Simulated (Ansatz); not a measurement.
Ideal-gas functions of CF₂InN, SMILES `N#[C][In]([F])[F]` at 298.15 K and 1 bar, from an Ansatz frequency run at PBE0-D4/def2-TZVP.

Molar mass 178.83 g/mol, point group C2v (symmetry number 2), electronic degeneracy 1, moments of inertia 97.189, 234.854, 332.042 u Å². Harmonic wavenumbers (cm⁻¹, unscaled): 81, 114, 138, 242, 255, 431, 627, 632, 2326.

Use S(trans) = R[1.5 ln M + 2.5 ln T − 1.1517]; rotational temperatures θ = 24.2544 K / I; S(rot) = R[ln(√π/σ · √(T³/θAθBθC)) + 1.5]; for each mode x = 1.438777 ν̃/T, S = R[x/(eˣ − 1) − ln(1 − e⁻ˣ)] and H = RT x/(eˣ − 1); 1 cm⁻¹ = 0.0119627 kJ/mol; R = 8.31446 J/(mol·K).

Question: By hand: the entropy, in J/(mol·K).

Answer: Translation 173.5. Rotation: θ = 0.2496, 0.1033, 0.073 K, giving 108.6. Vibration, mode by mode: 16.18, 13.39, 11.85, 7.48, 7.10, 3.58, 1.70, 1.66, 0.00, in all 62.9. Electronic 0.0. Sum 345.0 J/(mol·K).

Question: By hand: H − E and G − E in kJ/mol, counted from the electronic energy.

Answer: Zero-point energy ½ × 4846 × 0.0119627 = 29.0; thermal vibration 9.7; translation, rotation and pV give 4 RT = 9.9. H − E = 48.6 kJ/mol, and G − E = 48.6 − 298.15 × 345.0/1000 = -54.3 kJ/mol.

Vibration gives 18 % of the entropy, 41.4 J/(mol·K) of it from the modes under 150 cm⁻¹: soft modes count most, and the harmonic formula is weakest for them.
